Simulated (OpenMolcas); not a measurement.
Be+: thermal populations, worked from levels

* Program: OpenMolcas
* Basis: ANO-L-VTZP [4s3p2d1f]
* Scalar Hamiltonian: non-relativistic, point nucleus
* Active space: 1 electron in 4 orbitals (2s 2p)
* State averaging: 2S+1 = 2 even, 1 root; 2S+1 = 2 odd, 3 roots
* Spin-orbit coupling: state interaction with AMFI integrals over the reference wave functions, term energies averaged over their components

Methods: CASSCF; SS-CASPT2, IPEA 0.25 Eh, imaginary shift 0.1 Eh (closed shells correlated: 1s). Measured levels: NIST Handbook of Basic Atomic Spectroscopic Data.

**Thermal populations.** Z = Σ (2J + 1) exp(-E/kT) with k = 0.695035 cm-1/K, over the levels below. No other level of either list lies under 88200 cm-1, which is above 7 kT at each temperature.

| Level | 2J + 1 | SS-CASPT2 | measured |
| --- | --- | --- | --- |
| 2s 2S 1/2 | 2 | 0.0 | 0.0 |
| 2p 2P* 1/2 | 2 | 32167 | 31929 |
| 2p 2P* 3/2 | 4 | 32172 | 31935 |

| T (K) | Z, SS-CASPT2 | Z, measured levels | Ground level (%), SS-CASPT2 | Ground level (%), measured levels |
| --- | --- | --- | --- | --- |
| 12000 | 2.127 | 2.130 | 94.0 | 93.9 |

At 12000 K, kT = 8340 cm-1, and the computed levels give Z = 2.000 + 0.042 + 0.084 = 2.127.

ANO sets are built for ground and valence states and can reach diffuse excited orbitals poorly. With one active electron the reference holds no correlation, so core polarisation is missing (holds for CASSCF). With one active electron, CASPT2 adds the correlation within the correlated inactive shells and between them and that electron, and leaves the splitting within a term as the reference gives it (holds for SS-CASPT2). Computed and measured levels are paired by configuration, term and J; levels that our copy of the source lacks, or whose pairing is in doubt (as where it misses far off the trend of its configuration), stay unpaired and out of the deviations. Only configurations of the active space appear.

* marks odd parity.
